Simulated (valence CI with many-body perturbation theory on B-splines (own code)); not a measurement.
Values are calculated unless marked as measured or tabulated.
**Ladder of approximations for Cr XIX**

Method: valence CI with perturbative core correlation (CI+MBPT): four valence electrons over a frozen Dirac-Fock core [He], radial functions for each j: 11 s, 11 p, 9 d, 7 f, 5 g, 2 h, 1 i, with the one-electron correlation potential Σ1 (screened to all orders), the two-electron term Σ2, the three-electron term Σ3, Breit, model QED; selected single and double excitations, second order for the rest (own B-spline code, finite nucleus).

No measured levels were compared; by estimate levels of excited configurations hold to 0.05 to 0.15 % of their energy, terms of the ground configuration to about 0.5 %. Among the levels kept, up to 260 cm⁻¹ of a level comes from second order outside the variational space, and about a tenth of that is noise between levels of different J, which matters for small intervals.

Each rung adds one term. CI alone is the Dirac-Coulomb CI over the frozen core; QED comes last and gives the full result, which names the levels. Energies are above 2s²2p² ³P_0 on the same rung, in Ry.

Names give the largest LS component (configuration and term), which can be under half, so a name can repeat, a term be missing and a line seem to break the LS rules; names also repeat where a configuration has a term twice.

```tsv
Level	CI alone	+ Σ1	+ Σ2	+ Σ3	+ Breit	Full
2s²2p² ³P_1	0.452	0.452	0.452	0.452	0.434	0.436
2s²2p² ³P_2	0.789	0.791	0.790	0.790	0.750	0.752
2s²2p² ¹D_2	1.725	1.726	1.728	1.726	1.681	1.684
2s²2p² ¹S_0	2.749	2.750	2.758	2.754	2.725	2.727
2s2p³ ⁵S°_2	3.730	3.720	3.715	3.717	3.695	3.674
2s2p³ ³D°_2	6.175	6.164	6.158	6.156	6.142	6.121
2s2p³ ³D°_1	6.181	6.170	6.163	6.161	6.152	6.130
2s2p³ ³D°_3	6.343	6.332	6.326	6.323	6.280	6.259
2s2p³ ³P°_0	7.239	7.228	7.225	7.221	7.212	7.191
2s2p³ ³P°_1	7.295	7.285	7.280	7.277	7.256	7.236
2s2p³ ³P°_2	7.402	7.392	7.388	7.384	7.353	7.333
2s2p³ ³S°_1	8.835	8.824	8.795	8.786	8.770	8.748
2s2p³ ¹D°_2	8.991	8.981	8.961	8.954	8.920	8.899
2s2p³ ¹P°_1	10.032	10.022	10.002	9.993	9.964	9.944
2p⁴ ³P_2	13.323	13.301	13.272	13.265	13.260	13.215
2p⁴ ³P_1	13.914	13.893	13.864	13.856	13.842	13.798
2p⁴ ³P_0	13.940	13.918	13.890	13.882	13.874	13.830
2p⁴ ¹D_2	14.581	14.559	14.534	14.526	14.500	14.457
2p⁴ ¹S_0	16.394	16.374	16.350	16.341	16.329	16.288
2s²2p3s ³P°_0	57.816	57.835	57.835	57.830	57.784	57.791
2s²2p3s ³P°_1	57.887	57.906	57.906	57.901	57.852	57.860
2s²2p3s ³P°_2	58.589	58.610	58.610	58.605	58.529	58.539
2s²2p3s ¹P°_1	58.787	58.807	58.805	58.800	58.726	58.736
2s²2p3p ³D_1	59.287	59.303	59.303	59.298	59.256	59.257
2s²2p3p ¹P_1	59.684	59.701	59.700	59.695	59.646	59.648
2s²2p3p ³D_2	59.706	59.723	59.722	59.717	59.664	59.666
2s²2p3p ³P_0	59.860	59.876	59.874	59.869	59.828	59.828
2s²2p3p ³P_1	60.245	60.262	60.261	60.256	60.188	60.191
2s²2p3p ³D_3	60.302	60.320	60.319	60.314	60.238	60.241
2s²2p3p ³S_1	60.411	60.429	60.428	60.423	60.354	60.357
2s²2p3p ³P_2	60.459	60.476	60.474	60.469	60.399	60.402
```

(1) How does the ionisation energy move along the ladder, and which term matters most?

Answers

(1) CI alone 1396.6, + Σ1 1396.9, + Σ2 1396.8, + Σ3 1396.8, + Breit 1396.0, + QED 1396.0 eV. The largest step is Breit, -0.8 eV. NIST lists 1394.5 ± 0.7 eV (semi-empirical).
